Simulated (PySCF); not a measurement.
**How methods differ on the interval between two levels of Hg³⁺**

Hg³⁺ [Xe] 4f14 5d9 [2D5/2, M_J = 5/2] → Hg³⁺ [Xe] 4f14 5d8 6p1 [4G11/2, M_J = 11/2], as a difference of total energies. All numbers are calculated (PySCF 2.14, the two-component X2C-1e Hamiltonian, in x2c-TZVPall-2c (11s11p10d2f, 108 functions)). Correlated levels: [Kr] 4d10 4f14 frozen; the 34 highest virtual spinors dropped. "Screened" scales the spin-orbit matrix elements by Boettger's factors to mimic the two-electron term; Breit and QED terms are absent.

| method | interval between two levels (cm⁻¹) |
| --- | --- |
| GHF (screened spin-orbit) | 145230 |
| GMP2 (screened spin-orbit) | 148200 |

The labels give the starting determinants; with spin-orbit coupling the two ends relaxed to ⟨J²⟩ = 8.77, ⟨L²⟩ = 6.19, ⟨S²⟩ = 0.93 and ⟨J²⟩ = 35.76, ⟨L²⟩ = 20.65, ⟨S²⟩ = 3.78.
